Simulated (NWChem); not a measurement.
System: InNH3Cl; SMILES [NH2][InH][Cl]

```xyz
6

In    -0.3194     0.3626     0.0005
H     -1.9673     0.7803    -0.0765
Cl     0.2814    -1.9222    -0.0028
N      1.3284     1.5069    -0.0412
H      2.2295     1.0938     0.1753
H      1.3082     2.4888     0.2114
```
Atoms are numbered in this order, from 1.

Structure relaxed at the PBE0/def2-SVP level. Not confirmed as a minimum by frequencies. def2 effective core potentials on In; no spin-orbit coupling.

Task: List the 4 lowest vertical singlet excitations from PBE0/def2-SVPD with def2 effective core potentials on In, TDA (NWChem).

Result: 
```csv
state,energy (eV),oscillator strength,leading excitation (squared amplitude)
S1,5.15,0.029,HOMO → LUMO+1 (0.89)
S2,5.48,0.060,HOMO → LUMO (0.80)
S3,5.86,0.006,HOMO−1 → LUMO (0.98)
S4,6.18,0.056,HOMO−1 → LUMO+1 (0.79)
```
